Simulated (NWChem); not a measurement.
System: C3H10OSi; SMILES C[Si](C)(O)C

NWChem printed, in part:

```
             Northwest Computational Chemistry Package (NWChem) 7.3.0
             --------------------------------------------------------

                             Geometry "geometry" -> ""
                             -------------------------

 Output coordinates in angstroms (scale by  1.889725989 to convert to a.u.)

  No.       Tag          Charge          X              Y              Z
 ---- ---------------- ---------- -------------- -------------- --------------
    1 C                    6.0000    -0.37677800     0.99024700    -1.53611400
    2 Si                  14.0000     0.03653300    -0.01171200     0.00000000
    3 C                    6.0000    -0.87867400    -1.64107500     0.00000000
    4 C                    6.0000    -0.37677800     0.99024700     1.53611400
    5 O                    8.0000     1.66339400    -0.43310200     0.00000000
    6 H                    1.0000    -1.45031000     1.23773000    -1.57105100
    7 H                    1.0000     0.18028300     1.94103400    -1.56556800
    8 H                    1.0000    -0.12994200     0.42800800    -2.45061800
    9 H                    1.0000    -0.61812800    -2.23540300     0.88962500
   10 H                    1.0000    -1.96949600    -1.48782900     0.00000000
   11 H                    1.0000    -0.61812800    -2.23540300    -0.88962500
   12 H                    1.0000    -1.45031000     1.23773000     1.57105100
   13 H                    1.0000     0.18028300     1.94103400     1.56556800
   14 H                    1.0000    -0.12994200     0.42800800     2.45061800
   15 H                    1.0000     2.29197400     0.29359200     0.00000000

 Effective nuclear repulsion energy (a.u.)     249.7618263041

                                 NWChem DFT Module
                                 -----------------

 Summary of "ao basis" -> "ao basis" (spherical)
 ------------------------------------------------------------------------------
       Tag                 Description            Shells   Functions and Types
 ---------------- ------------------------------  ------  ---------------------
 C                          def2-svp                 6       14   3s2p1d
 Si                         def2-svp                 8       18   4s3p1d
 O                          def2-svp                 6       14   3s2p1d
 H                          def2-svp                 3        5   2s1p

 in cosmo_initialize ...
 calling solv_data for solv:octanol

 solvent parameters
 solvname_short: octanol
 solvname_long:  1-octanol
 dielec:        9.8629
 dielecinf:     2.0435
 nonaqueous SMD model solvent descriptors
 dielec:        9.8629
 sola:          0.3700
 solb:          0.4800
 solc:          0.0000
 solg:         39.0100
 solh:          0.0000
 soln:          1.4295

          ---------------
          -cosmo- solvent
          ---------------
 Cosmo: York-Karplus, doi: 10.1021/jp992097l
 dielectric constant -eps-     =   9.86
 screen = (eps-1)/(eps    )    =   0.89861
 surface charge correction     = lagrangian

   van der Waals surface
 --------------------------

[...]

                                COSMO-SMD solvation results
                                ---------------------------

             internal energy in gas <Psi(g)|H|Psi(g)> =      -484.918780834670
         internal energy in solvent <Psi(s)|H|Psi(s)> =      -484.917783886335
                               delta internal energy  =         0.000996948335 (    0.63 kcal/mol)
   total free energy in solvent <Psi(s)|H+V/2|Psi(s)> =      -484.927399436726
 polarization energy contribution <Psi(s)|V/2|Psi(s)> =        -0.009615550391 (   -6.03 kcal/mol)
    total free energy in solvent including G(SMD-CDS) =      -484.925249543151
                       G(SMD-CDS) energy contribution =         0.002149893575 (    1.35 kcal/mol)
     1 M fixed-concentration free energy of solvation =        -0.006468708481 (   -4.06 kcal/mol)

                       DFT Final Molecular Orbital Analysis
                       ------------------------------------

 Vector   23  Occ=2.000000D+00  E=-3.367229D-01
              MO Center=  7.6D-01, -8.3D-02,  4.6D-08, r^2= 3.3D+00
   Bfn.  Coefficient  Atom+Function         Bfn.  Coefficient  Atom+Function
  ----- ------------  ---------------      ----- ------------  ---------------
    66      0.454878   5 O  pz               69      0.333566   5 O  pz
    27      0.208521   2 Si pz                6     -0.190038   1 C  pz
    52     -0.190038   4 C  pz               24      0.165115   2 Si pz
    85      0.131444   8 H  s               115     -0.131444  14 H  s
    38     -0.111036   3 C  pz               21     -0.097458   2 Si pz

 Vector   24  Occ=2.000000D+00  E=-2.964873D-01
              MO Center= -2.7D-01, -4.0D-01, -8.9D-08, r^2= 3.6D+00
   Bfn.  Coefficient  Atom+Function         Bfn.  Coefficient  Atom+Function
  ----- ------------  ---------------      ----- ------------  ---------------
    37      0.325897   3 C  py               23     -0.257803   2 Si py
    35      0.212517   3 C  s                40      0.210992   3 C  py
    65      0.196193   5 O  py               36      0.162113   3 C  px
     5      0.159308   1 C  py               51      0.159308   4 C  py
    20      0.140314   2 Si py                6     -0.138296   1 C  pz

 Vector   25  Occ=2.000000D+00  E=-2.810066D-01
              MO Center=  3.2D-01,  3.6D-01,  7.4D-08, r^2= 3.5D+00
   Bfn.  Coefficient  Atom+Function         Bfn.  Coefficient  Atom+Function
  ----- ------------  ---------------      ----- ------------  ---------------
    66      0.378724   5 O  pz               69      0.290649   5 O  pz
     6      0.250876   1 C  pz               52      0.250876   4 C  pz
     3      0.214377   1 C  s                49     -0.214377   4 C  s
    24     -0.203986   2 Si pz                9      0.161911   1 C  pz
    55      0.161911   4 C  pz                5     -0.137163   1 C  py

 Vector   26  Occ=0.000000D+00  E= 4.157847D-02
              MO Center=  1.3D-01,  4.0D-01,  5.6D-08, r^2= 8.4D+00
   Bfn.  Coefficient  Atom+Function         Bfn.  Coefficient  Atom+Function
  ----- ------------  ---------------      ----- ------------  ---------------
     3      1.234538   1 C  s                49      1.234538   4 C  s
    35      1.116923   3 C  s                18     -0.630910   2 Si s
    76     -0.580725   6 H  s               106     -0.580725  12 H  s
    96     -0.538213  10 H  s               121     -0.536396  15 H  s
    81     -0.524395   7 H  s               111     -0.524395  13 H  s

 Vector   27  Occ=0.000000D+00  E= 7.239778D-02
              MO Center=  3.1D-01, -1.2D-01,  4.3D-08, r^2= 6.6D+00
   Bfn.  Coefficient  Atom+Function         Bfn.  Coefficient  Atom+Function
  ----- ------------  ---------------      ----- ------------  ---------------
    35      1.218377   3 C  s                 3      0.719315   1 C  s
    25      0.721251   2 Si px               49      0.719315   4 C  s
    63     -0.634259   5 O  s               121      0.625535  15 H  s
    91     -0.599275   9 H  s               101     -0.599275  11 H  s
    18     -0.465249   2 Si s                86     -0.414249   8 H  s

 Vector   28  Occ=0.000000D+00  E= 9.577700D-02
              MO Center= -5.5D-01, -5.6D-01,  1.1D-06, r^2= 8.2D+00
   Bfn.  Coefficient  Atom+Function         Bfn.  Coefficient  Atom+Function
  ----- ------------  ---------------      ----- ------------  ---------------
    35      2.189326   3 C  s                 3     -1.169524   1 C  s
    49     -1.169527   4 C  s                96     -0.956766  10 H  s
    26      0.825564   2 Si py               91     -0.789824   9 H  s
   101     -0.789824  11 H  s                86      0.585757   8 H  s
   116      0.585758  14 H  s                81      0.459502   7 H  s

     Multipole analysis of the density
     ---------------------------------

     L   x y z        total         alpha         beta         nuclear
     -   - - -        -----         -----         ----         -------
     0   0 0 0     -0.000000    -25.000000    -25.000000     50.000000

     1   1 0 0     -0.109443     -0.349063     -0.349063      0.588684
     1   0 1 0      0.693785      0.388248      0.388248     -0.082711
     1   0 0 1     -0.000000     -0.000000     -0.000000      0.000000

     2   2 0 0    -28.200025    -90.326997    -90.326997    152.453970
     2   1 1 0      2.889469     -1.716369     -1.716369      6.322208
     2   1 0 1      0.000000      0.000000      0.000000     -0.000000
     2   0 2 0    -30.199003   -109.175289   -109.175289    188.151575
     2   0 1 1     -0.000000     -0.000000     -0.000000     -0.000000
     2   0 0 2    -30.194674   -107.495208   -107.495208    184.795743
```

Level: B3LYP/def2-SVP, SMD on the gas-phase geometry. Geometry: optimised at PBE0/def2-SVP. Solvent: 1-octanol.

### Question
Which NWChem input produces such a log?

### Answer
One answer among several that fit: the input that was run:
```
start job
memory heap 200 mb stack 900 mb global 1100 mb
geometry units angstroms noautosym nocenter noautoz
  C     -0.376778     0.990247    -1.536114
  Si     0.036533    -0.011712     0.000000
  C     -0.878674    -1.641075     0.000000
  C     -0.376778     0.990247     1.536114
  O      1.663394    -0.433102     0.000000
  H     -1.450310     1.237730    -1.571051
  H      0.180283     1.941034    -1.565568
  H     -0.129942     0.428008    -2.450618
  H     -0.618128    -2.235403     0.889625
  H     -1.969496    -1.487829     0.000000
  H     -0.618128    -2.235403    -0.889625
  H     -1.450310     1.237730     1.571051
  H      0.180283     1.941034     1.565568
  H     -0.129942     0.428008     2.450618
  H      2.291974     0.293592     0.000000
end
basis spherical
  C library def2-svp
  Si library def2-svp
  O library def2-svp
  H library def2-svp
end
dft
  xc b3lyp
  iterations 150
end
cosmo
  do_cosmo_smd true
  solvent octanol
end
task dft energy
```
